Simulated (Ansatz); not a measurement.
Consider the formal exchange of groups at the Si–F bond: `FCN[SiH2]F` + SiH₄ → `FCN[SiH2][SiH3]` + H–F.

Gas-phase electronic energies from Ansatz, PBE0-D4/def2-TZVP geometries. CBS: MP2 limit from def2 TZ/QZ plus the TZ coupled-cluster correction, frozen cores. This one scheme is used for every species. DFT in def2-TZVPP. B3LYP here is the variant with VWN-RPA as its local correlation; programs differ in this. Each species was taken in one conformer, which may not be the lowest.

(1) Is it downhill or uphill in electronic energy at CCSD(T)/CBS, and by how much? (An estimate is asked.)

(2) What do these levels give: r2SCAN, PBE0, B3LYP, MP2/def2-TZVPP, HF/def2-QZVPP, MP2/def2-QZVPP? (Estimate.)

Largest T1 diagnostic among the species: 0.012.

## Answers

(1) Computed: Uphill: ΔE = +154.2 kJ/mol.

(2) The calculation gave: r2SCAN 155.5, PBE0 144.0, B3LYP 166.1, MP2/def2-TZVPP 161.3, HF/def2-QZVPP 191.2, MP2/def2-QZVPP 161.1 kJ/mol.

In def2-TZVPP, CCSD(T) changes the Hartree–Fock value by −32.5 kJ/mol (the triples alone add −4.4 kJ/mol) and MP2 by −27.4 kJ/mol. The D4 term adds −9.7 kJ/mol with B3LYP and −5.6 kJ/mol with PBE0; it sums over pairs of atoms, weighted by their polarisabilities, and B3LYP, whose exchange is more repulsive, gets the larger term. From PBE to PBE0 (25 % exact exchange), in def2-TZVPP and without D4, ΔE moves by +5.5 kJ/mol.
